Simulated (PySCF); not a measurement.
Species: C7H13OPS.
SMILES with atom numbers: `[CH3:1][O:2][C@H:3]1[CH2:4][P@:5](=[S:6])([CH:7]2[CH2:8][CH2:9]2)[CH2:10]1`

Structure used (GFN2-xTB), in Å, numbered top down from 1:
```xyz
23
C7H13OPS angstrom
C      3.6899   -0.3543    0.2769
O      2.7563    0.1800   -0.6297
C      1.4283   -0.1575   -0.3457
C      0.7923    0.5734    0.8668
P     -0.7344    0.9217   -0.1392
S     -1.5669    2.6648   -0.1697
C     -1.8439   -0.5048    0.1158
C     -3.0643   -0.2738    0.9610
C     -3.2058   -0.4146   -0.5142
C      0.4819    0.3730   -1.4382
H      3.5527    0.0525    1.2851
H      4.6726   -0.0744   -0.0962
H      3.6132   -1.4477    0.3230
H      1.3372   -1.2484   -0.2271
H      1.3155    1.5101    1.0689
H      0.6940    0.0021    1.7882
H     -1.3515   -1.4688    0.1578
H     -3.1961    0.7147    1.3792
H     -3.3983   -1.0756    1.6022
H     -3.4327    0.4798   -1.0782
H     -3.6391   -1.3170   -0.9184
H      0.1615   -0.3452   -2.1895
H      0.9329    1.2368   -1.9285
```

NICS = −σ at a ghost point: NICS(0) at the centroid of the ring atoms, NICS(1) 1 Å to either side along the normal of their mean plane, zz for the tensor component along that normal. Level: GIAO PBE0/pcSseg-1 (PySCF, non-relativistic, gas phase) on the GFN2-xTB geometry, one conformer.

Rings: 1. C3–C4–P5–C10; 2. C7–C8–C9.

```
set  NICS(0)  NICS(1), two faces  NICS(1)zz, two faces
  P    -45.5        -8.9 / -11.1         -24.8 / -27.9
  Q     -3.0         -2.9 / -1.1            -0.1 / 4.7
```

**Question.** Which set (ppm) belongs to which ring?

**Answer.** P = 2, Q = 1.
- 1 (4-membered ring with P; formal bonds all single): mean NICS(1)zz 2.3 ppm, near zero. C3, C4, P5, C10 have four or more neighbours, and the NICS criterion for π rings isn't applied.
- 2 (3-membered carbocycle; formal bonds all single): mean NICS(1)zz -26.3 ppm, shielded. C7, C8, C9 have four or more neighbours; no verdict on aromaticity is drawn.

**Question.** How do the rings differ in shape?

**Answer.** 
```
ring            bond lengths (Å)  rms pucker (Å)  HOMA  nearest outside atom to a NICS(1) probe (Å)
   1  1.552, 1.861, 1.862, 1.540            0.10     –                                hydrogen 1.49
   2         1.502, 1.489, 1.503            0.00     –                                hydrogen 1.44
```
